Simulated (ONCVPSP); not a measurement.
**What the settings do to the ONCV potential of titanium (Ti)**

Base potential:

ONCVPSP 4.0.1 input, shortened (lines: element, Z, core and valence counts, functional; n l f; lmax; l rc ep ncon nbas qcut; lloc lpopt rc5 dvloc0; l nproj debl; icmod fcfact rcfact), PBEsol, scalar-relativistic:

```
  Ti 22.00    4    4  -116133      upf
    1    0    2.00
    2    0    2.00
    2    1    6.00
    3    0    2.00
    3    1    6.00
    3    2    2.00
    4    0    1.50
    4    1    0.50
    3
    0    2.70    0.00    4    8    2.80
    1    1.75    0.00    3    6    9.30
    2    2.50    0.00    4    9    6.40
    3    1.75    0.09    4    8    6.30
    3    5    1.75    0.00
    0    2    3.60
    1    2    1.50
    2    2    3.90
    3    0    3.00
    2    0.50    0.95
```

All-electron outer shells of the reference configuration (PBEsol, scalar-relativistic, ld1.x):

```json
{"shell": "2p", "level (eV)": "-444.59", "outermost node (bohr)": "–", "outermost maximum (bohr)": "0.22"}
{"shell": "3s", "level (eV)": "-63.14", "outermost node (bohr)": "0.40", "outermost maximum (bohr)": "0.87"}
{"shell": "3p", "level (eV)": "-39.46", "outermost node (bohr)": "0.37", "outermost maximum (bohr)": "0.90"}
{"shell": "3d", "level (eV)": "-4.90", "outermost node (bohr)": "–", "outermost maximum (bohr)": "0.98"}
{"shell": "4s", "level (eV)": "-4.87", "outermost node (bohr)": "1.24", "outermost maximum (bohr)": "2.88"}
{"shell": "4p", "level (eV)": "-1.78", "outermost node (bohr)": "1.39", "outermost maximum (bohr)": "3.75"}
```

Cutoffs, loose and tight: the cutoffs (Ha) at which the residual kinetic energy of the hardest occupied pseudo-wave falls to 1 and 0.1 mHa per electron. They do not see the model core or the augmentation charge, which bear on the density cutoff. Test errors are all-electron minus pseudo excitation energies from the reference, over the configurations 3p6 3d2 4s2 4p0; 3p6 3d2 4s1 4p0; 3p6 3d2 4s0 4p0; 3p6 3d2 4s1 4p1. A dash means not determined; rows that change the core or the reference have their own tests.

| change | outcome | cutoff, loose | cutoff, tight | bound ghosts | GHOST(+) flags above zero | largest test error (meV) |
| --- | --- | --- | --- | --- | --- | --- |
| base | generated | 20 Ha | 25 Ha | none | s | -0.9 |
| all radii but the core radius scaled by about 0.77 (s 2.08, p 1.34, d 1.92, f 1.34 bohr) | failed: optimize: ERROR ps0norm > uunorm, code will stop | – | – | – | – | – |
| all radii but the core radius scaled by about 0.91 (s 2.48, p 1.60, d 2.28, f 1.60 bohr) | generated | 21 Ha | 25 Ha | none | s | +1.5 |
| all radii but the core radius scaled by about 1.05 (s 2.84, p 1.84, d 2.62, f 1.84 bohr) | generated | 20 Ha | 24 Ha | none | s | -1.5 |
| all radii but the core radius scaled by about 1.13 (s 3.04, p 1.98, d 2.82, f 1.98 bohr) | generated | 19 Ha | 22 Ha | none | s | -6.6 |
| all radii but the core radius scaled by about 1.18 (s 3.18, p 2.06, d 2.94, f 2.06 bohr) | generated | 18 Ha | 21 Ha | none | s | -11 |

(1) What comes out with this change to the base: all radii but the core radius scaled by about 0.86 (s 2.32, p 1.50, d 2.14, f 1.50 bohr)?

(2) What comes out with this change to the base: all radii but the core radius scaled by about 1.23 (s 3.34, p 2.16, d 3.08, f 2.16 bohr)?

(3) What comes out with this change to the base: all radii but the core radius scaled by about 1.31 (s 3.54, p 2.30, d 3.28, f 2.30 bohr)?

Answers

(1) outcome: generated; cutoff, loose: 20 Ha; cutoff, tight: 25 Ha; bound ghosts: none; GHOST(+) flags above zero: s; largest test error (meV): +1.6.

(2) outcome: generated; cutoff, loose: 17 Ha; cutoff, tight: 20 Ha; bound ghosts: none; GHOST(+) flags above zero: s; largest test error (meV): -17.

(3) outcome: generated; cutoff, loose: 16 Ha; cutoff, tight: 18 Ha; bound ghosts: none; GHOST(+) flags above zero: s; largest test error (meV): -101.

Reading the sweep of the scale of all radii but the core radius (base = 1) (base included, trends over the rows without a ghost): The loose cutoff falls from 20 Ha at 0.86 to 16 Ha at 1.31. A larger radius leaves more room for a smooth pseudo-wave, so fewer plane waves are needed; a smaller one forces it to follow the all-electron wave where it bends sharply. The median size of the test errors (rows with all tests solved) is not monotonic: lowest 0.5 meV at 1, highest 2.9 meV at 1.31. The generation fails at 0.77.
